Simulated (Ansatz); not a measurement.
Calculated with Ansatz (gas phase, PBE0-D4/def2-TZVP geometries, no zero-point term in ΔE). CCSD(T)/CBS adds triple-zeta CCSD(T) − MP2 to the extrapolated MP2 energy (def2 sets, frozen cores). This one scheme is used for every species. DFT in def2-TZVPP. B3LYP here is the variant with VWN-RPA as its local correlation; programs differ in this. One conformer a species, not always the lowest.

`[SiH3]C[SiH2]Cl` + H₂S → `S[SiH2]Cl` + `C[SiH3]`  (ligand exchange at the Si–C bond)

`[SiH3]C[SiH2]Cl`:

Cartesian coordinates in Å:
```
Si 1.485 0.419 -0.566
C -0.129 0.625 0.368
Si -1.271 -0.834 0.257
Cl -3.001 -0.470 1.318
H 2.330 1.632 -0.418
H 2.235 -0.753 -0.042
H 1.216 0.198 -2.012
H 0.095 0.815 1.423
H -0.650 1.508 -0.017
H -1.664 -1.095 -1.149
H -0.645 -2.045 0.838
```

H₂S:

Cartesian coordinates in Å:
```
S 0.281 -0.064 -0.548
H -0.746 -0.687 0.047
H 0.465 0.751 0.501
```

`S[SiH2]Cl`:

Z-matrix (Å, degrees):
```
Si
Cl 1 2.054
S 1 2.120 2 112.9
H 1 1.478 2 108.5 3 -116.6
H 1 1.479 2 106.5 3 122.3
H 3 1.344 1 94.3 2 70.4
```

`C[SiH3]`:

```xyz
8

C    -0.314   -0.124    0.928
Si    0.281    0.111   -0.830
H     0.073    0.665    1.576
H     0.020   -1.085    1.325
H    -1.405   -0.098    0.974
H    -0.173    1.422   -1.369
H    -0.249   -0.964   -1.713
H     1.767    0.072   -0.892
```

```json
{"level": "PBE-D4", "ΔE (kcal/mol)": "-12.9"}
{"level": "revPBE-D4", "ΔE (kcal/mol)": "-12.8"}
{"level": "BLYP-D4", "ΔE (kcal/mol)": "-12.5"}
{"level": "B97M-V", "ΔE (kcal/mol)": "-13.1"}
{"level": "B3LYP", "ΔE (kcal/mol)": "-13.4"}
{"level": "r2SCAN0", "ΔE (kcal/mol)": "-13.0"}
{"level": "CAM-B3LYP", "ΔE (kcal/mol)": "-12.5"}
{"level": "HF/CBS(def2)", "ΔE (kcal/mol)": "-12.7"}
```

(1) What does CCSD(T)/CBS give? (Best estimate.)

(2) What do rigid-rotor, harmonic-oscillator terms from PBE0-D4/def2-TZVP frequencies (298.15 K, 1 bar) make of the CCSD(T)/CBS value? (Best estimate.)

Largest T1 diagnostic among the species: 0.010.

## Answers

(1) The calculation gave: -11.8 kcal/mol. The listed levels differ from it by -1.1, -1.0, -0.7, -1.3, -1.6, -1.2, -0.7, -0.9 kcal/mol.

(2) Ansatz gave: ΔZPE = +2.1 kcal/mol, ΔH = -10.3 kcal/mol, ΔS = -4 J/(mol·K), ΔG = -10.0 kcal/mol. Modes under 50 cm⁻¹ make the entropy rough.

The D4 term adds +1.0 kcal/mol with B3LYP and +0.6 kcal/mol with PBE0; it sums over pairs of atoms, weighted by their polarisabilities, and B3LYP, whose exchange is more repulsive, gets the larger term. At CCSD(T), def2-SVP lies +1.0 kcal/mol from the extrapolated value and def2-TZVPP +0.6 kcal/mol.
